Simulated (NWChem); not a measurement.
# Correlation energy of Br (-1)

SMILES: [Br-]
```xyz
1

Br     0.0000     0.0000     0.0000
```
Charge -1, spin multiplicity 1.

All runs are NWChem calculations.

Basis set: def2-SVPD. Each correlation energy counts from its own Hartree-Fock reference.

The Hamiltonian is non-relativistic. The correlated methods keep 9 core orbitals frozen. Coupled-cluster values serve here as a point of comparison, not as the truth.

Problem. One of these methods gave a correlation energy of -247.1 mHa. Which?
A. MP2
B. SCS-MP2
C. CCSD
D. CR-CCSD[T]

Solution. C, CCSD. The others give -252.0 (CR-CCSD[T]), -226.2 (SCS-MP2), -245.6 (MP2).
